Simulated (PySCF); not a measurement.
Sb(2+): excitation energy

Sb(2+) [Kr] 4d10 5s2 5p1 (2P) → Sb(2+) [Kr] 4d10 5s1 5p1 6s1 (4P), as a difference of total energies. Computed with PySCF 2.14 in x2c-TZVPPall with one added diffuse shell each of s, p, d, f type (9s7p5d3f, 76 functions), with the spin-free X2C one-electron Hamiltonian (Gaussian nucleus). Correlated levels: valence: [Kr] 4d10 frozen; valence and next inner shell: [Ar] 3d10 frozen. The calculations carry no spin-orbit coupling.

| method | excitation energy (eV) |
| --- | --- |
| UHF | 17.780 |
| LDA | 19.814 |
| PBE | 19.429 |
| PBE0 | 19.216 |
| wB97X-V | 19.441 |
| CAM-B3LYP | 19.699 |
| wB97X | 19.874 |
| MP2 (valence) | 18.473 |
| SCS-MP2 (valence) | 18.751 |
| MP2 (valence and next inner shell) | 19.366 |
| SCS-MP2 (valence and next inner shell) | 19.478 |

Q: How much does correlation contribute at MP2 (valence and next inner shell)?

A: 19.366 − (17.780) = 1.586 eV, measured against UHF.

A first-order spin-orbit estimate (lowest level to lowest level, LS coupling) adds 0.028 eV.

The promoted electron is Rydberg-like, and one or two diffuse shells describe it only roughly, which tends to raise the upper state.
